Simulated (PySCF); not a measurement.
B3LYP has the VWN-RPA correlation part, as in Gaussian. Excitations are Tamm–Dancoff values on a coarser integration grid. The basis has no diffuse functions, so Rydberg states are missing or too high.

Cartesian coordinates (Å):
```xyz
5

F     -1.1746    -1.3117    -0.6484
Sn     0.0000     0.0000     0.0000
F     -0.9335     1.6089     0.2464
F      0.7217    -0.5617     1.6384
F      1.3864     0.2645    -1.2363
```
Charge 0, spin multiplicity 1.

**Question.** What is the computed S1–T1 gap (TDA), total energy and LUMO (B3LYP-D3(BJ)/def2-TZVP // PBE0-D4/def2-TZVP (PySCF))?

**Answer.** 
S1–T1 gap (TDA): 0.38 eV
total energy: -614.0458 Ha
LUMO: -4.01 eV
